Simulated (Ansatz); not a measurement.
Breaking the Cd1–H2 bond in CdH2O (SMILES [OH][CdH]) (multiplicity 1 held, fragments rigid). Energies count from the point at 1.644 Å.
Geometry at that point (charge 0, multiplicity 1):
```tsv
atom	x (Å)	y (Å)	z (Å)
Cd	-0.2673	-0.0991	-0.0305
H	-1.7878	-0.6990	-0.2066
O	1.6116	0.5006	0.1771
H	1.7266	1.4525	0.2546
```

Unrestricted levels (U-) break spin symmetry where that is lower. Active spaces are followed from a long bond inwards. Levels need not reach the same state.

Frozen-core correlation.

Codes used: Ansatz (an electronic-structure program). Values without a source in brackets are computed. In def2 rows elements past Kr take small-core potentials, without spin–orbit coupling.

### Question
Estimate the energy at R = 5.261 Å that U-MP2/def2-SVP returns for this input.

### Answer
68.8 kcal/mol

### Question
Estimate the energy at R = 5.261 Å that FIC-MRCISD+Q on CASSCF(2,2)/def2-SVP returns for this input.

### Answer
71.9 kcal/mol

Doubts at one or more of the structures used: a spin-contaminated determinant (U-MP2/def2-SVP).
